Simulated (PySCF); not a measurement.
Structure from NMR data

The spectra below were simulated for a compound CH$_{9}$NO$_{3}$Si$_{3}$.

¹H NMR (300 MHz, computed): δ 5.19 (m, 2H), 5.18 (m, 2H), 5.03 (s, 1H), 2.83 (s, 3H), 0.80 (br s, 1H).

¹³C{¹H} NMR (computed): δ 28.1 (CH3).

Theoretical values (PySCF 2.14.0 with density-fitted response routines): σ from GIAO-PBE0/pcSseg-1, geometry from GFN2-xTB. Non-relativistic Hamiltonian, averaged over atoms made equivalent by symmetry, fast rotation or ring inversion, no solvent, a single conformation.

Referencing at the same level of theory: ¹H and ¹³C against TMS.

Q: Propose a structure and justify it.

A: 
1. Rings plus π bonds: 1 (1 ring in the answer).
2. Carbon types of the structure: 1 × CH3, leaving 6 H on heteroatoms.
3. δC 28.1: methyl carbon bonded to N; deshielded by the electronegative neighbour.
4. δH 5.19, 5.18: hydrogen on a silicon bonded to 2 O, in a 6-membered ring.
5. δH 5.03: hydrogen on a silicon bonded to N, 2 O, in a 6-membered ring.
6. δH 2.83: hydrogen on a methyl carbon bonded to N; its carbon carries N, which withdraws density.
7. δH 0.80: hydrogen on a nitrogen bonded to C, Si; exchangeable; this is the value without hydrogen bonding to other molecules.

These data were computed for SMILES CN[SiH]1O[SiH2]O[SiH2]O1.

The shifts were computed for this structure.

OH and NH positions are those of a molecule without intermolecular hydrogen bonds; in solution they move with solvent, concentration and temperature, and exchange usually removes their couplings. Shifts are as computed. Against solution values, carbons near 30 ppm lie about +3 ppm off and those near 130 ppm about +5 ppm. Of 1309 compounds with measured shifts, 239 miss one by over three times the rms of a fit or turn the order of signals round; such compounds aren't used in these exercises. Multiplicities follow the n + 1 count of equivalent neighbours, as no J values were calculated; m marks all less simple cases, F and P coupling included.
